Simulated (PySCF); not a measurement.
Species: C8H13NO.
Atom-mapped SMILES: `[CH2:1]=[C:2](/[CH:3]=[N:4]/[C:5]([CH3:6])=[O:7])[CH:8]([CH3:9])[CH3:10]` (hydrogens: H11, H12 on C1; H13 on C3; H14, H15, H16 on C6; H17 on C8; H18, H19, H20 on C9; H21, H22, H23 on C10)

Method used: PySCF 2.14.0, PBE0-D3(BJ)/def2-SVP geometry optimisation, gas phase.

Problem. List the bond lengths, angles and torsions at this level.

Solution. 
| bond | length (bohr) |
| --- | --- |
| C1=C2 | 2.541 |
| C2–C3 | 2.767 |
| C3=N4 | 2.412 |
| N4–C5 | 2.658 |
| C5–C6 | 2.839 |
| C5=O7 | 2.283 |
| C2–C8 | 2.854 |
| C8–C9 | 2.894 |
| C8–C10 | 2.875 |
| C1–H11 | 2.067 |
| C1–H12 | 2.063 |
| C3–H13 | 2.091 |
| C6–H14, C6–H15, C6–H16 | 2.077 |
| C8–H17 | 2.085 |
| C9–H18 and 5 like bonds | 2.080 |

Bonds in one row agree within 0.02 bohr and their mean is given. A selection of angles:
| angle | degrees |
| --- | --- |
| C1–C2–C3 | 117.2 |
| C1–C2–C8 | 125.1 |
| C3–C2–C8 | 117.7 |
| C2–C3–N4 | 122.7 |
| C3–N4–C5 | 117.8 |
| N4–C5–C6 | 113.2 |
| N4–C5–O7 | 122.8 |
| C6–C5–O7 | 123.8 |
| C2–C8–C9 | 110.1 |
| C2–C8–C10 | 113.7 |
| C9–C8–C10 | 111.3 |

Torsions: C1–C2–C3–N4 176° (antiperiplanar); C2–C3–N4–C5 177° (antiperiplanar); C3–N4–C5–C6 142° (anticlinal); C1–C2–C8–C9 105° (anticlinal). The mirror-image conformer, all signs reversed, is as good.

Of the pairs four or more bonds apart, C10···H12 is among the closest relative to their van der Waals radii: 2.64 Å, 91 % of the sum of Bondi's values. The C–C distances run from 1.345 Å (C1=C2, drawn double) to 1.532 Å (C8–C9, drawn single), a spread of 0.187 Å. The C–N distances run from 1.276 Å (C3=N4, drawn double) to 1.407 Å (N4–C5, drawn single), a spread of 0.131 Å.

Point group: C1 (no symmetry element, even within 0.4 Å). No PBE0-D3(BJ)/def2-SVP frequencies stand behind this structure, so it isn't proved a minimum. The numbers are those of one conformer.

The run took about 7 min of CPU time (one thread, shared machine). This is the geometry optimisation.
